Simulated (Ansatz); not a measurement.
`FBF` + `C[NH][GeH3]` → `C[N]([GeH3])BF` + H–F  (ligand exchange at a B–F bond)

Isolated molecules relaxed with PBE0-D4/def2-TZVP in Ansatz; ΔE leaves out vibrations. CBS: MP2 limit from def2 TZ/QZ plus the TZ coupled-cluster correction, frozen cores. This one scheme is used for every species. DFT in def2-TZVPP. For Ge outer-core shells are correlated without core-valence functions, which leaves a few kJ/mol of doubt a bond. Scalar relativity is left out up to krypton. One conformer a species, not always the lowest.

| species | PBE0-D4 energy (Eh) |
| --- | --- |
| `FBF` | -225.12169 |
| `C[NH][GeH3]` | -2173.72305 |
| `C[N]([GeH3])BF` | -2298.44540 |
| H–F | -100.39410 |

Work out ΔE.

ΔE = (-2298.44540) + (-100.39410) − (-225.12169) − (-2173.72305) = 0.00524 Eh = +0.14 eV. CCSD(T)/CBS gives +0.12 eV.

Largest T1 diagnostic among the species: 0.013.

The D4 term adds −0.09 eV with B3LYP and −0.05 eV with PBE0; it sums over pairs of atoms, weighted by their polarisabilities, and B3LYP, whose exchange is more repulsive, gets the larger term. In def2-TZVPP, CCSD(T) changes the Hartree–Fock value by −0.27 eV (the triples alone add −0.03 eV) and MP2 by −0.30 eV.

B3LYP here is the variant with VWN-RPA as its local correlation; programs differ in this.
